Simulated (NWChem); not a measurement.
System: InHBrF; SMILES [F][InH][Br]

NWChem input:

```
start job
memory heap 200 mb stack 900 mb global 1100 mb
geometry units angstroms noautoz
  In    -0.268629    -0.849778     0.000000
  H     -1.748410    -1.688759     0.000000
  F      1.436886    -1.802815     0.000000
  Br     0.081846     1.593085     0.000000
end
basis spherical
  * library def2-svp
end
ecp
  In library def2-ecp
end
dft
  xc n12
  iterations 150
  mulliken
end
task dft energy
```

Structure relaxed at the PBE0/def2-SVP level. def2 effective core potentials on In; no spin-orbit coupling.

Q: Give the results of this calculation. (N12/def2-SVP with def2 effective core potentials on In.) Quantities: energy (Ha); highest occupied level (eV); orbital gap (eV); dipole (D).

A: 
```yaml
energy (Ha): -2866.36
highest occupied level (eV): -6.91
orbital gap (eV): 4.30
dipole (D): 2.66
```
